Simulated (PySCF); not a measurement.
Molecule: C₆H₁₁O₃, SMILES C(OC(=O)C)(COC)[CH2], doublet. Atoms near the plane z = 0.0 Å, at the GFN2-xTB optimised geometry (x, y, z in Å): C1 (-2.0, -1.3, 0.0), C2 (-0.6, -1.3, 0.0), O6 (-0.1, 0.0, 0.2), C7 (1.2, 0.2, 0.6), C8 (1.5, 1.7, 0.8), O9 (1.9, -0.7, 0.9), H10 (-2.5, -2.2, -0.2), H11 (-2.6, -0.4, 0.0), H12 (-0.1, -1.9, 0.8), H18 (1.0, 2.2, 0.0), H20 (2.6, 1.8, 0.9).

Calculation: PySCF with unrestricted B3LYP/def2-SVP. Cells within 0.4 Å of a nucleus heavier than hydrogen are left out (blank, or x). The values are rescaled to run from 0 to 1.

```
|33333333333333333333333333333|
|33333333333333333333333333333|
|32222223333333333333333333333|
|22222222233333333333333333333|
|22222222223333333333333333333|
|22222222222333344544333333333|
|22222222222233459985433333333|
|22222222222223489998544333333|
|22222222222223499999755433333|
|23332222222112379999965433333|
|33333332221111359999965433322|
|33333333221001479999754332222|
|33333344321029999999743222222|
|33334578632399x99999732222222|
|3333489996479xx99999731111222|
|33334999999999999999620011122|
|33334799999999999998620001122|
|33333699xx99xx998544300001122|
|33333699xx99xx997311000011122|
|33334799999999995310000011122|
|33334999999999985321000111122|
|33334899987788764321111111222|
|33334699855555544322111122222|
|33333455544444443322222222222|
|33333344444444433322222222222|
|33333333333333333332222222222|
|33333333333333333332222222222|
|33333333333333333332222222222|
|33333333333333333332222222222|
```
Scale: ten equal steps from 0.000 (start of '0') to 1.00 (end of '9'), in the order '0123456789'; x runs from -5.00 to 5.00, y from -5.00 (bottom) to 5.00 (top).

Q: Which quantity is mapped?
(A) log10 of the electron density
(B) Laplacian of the electron density
(C) electrostatic potential
(D) deformation density (molecule minus spherical neutral atoms)

A: C, electrostatic potential. In full: electrostatic potential (hartree/e), clipped to [-0.08, 0.12].
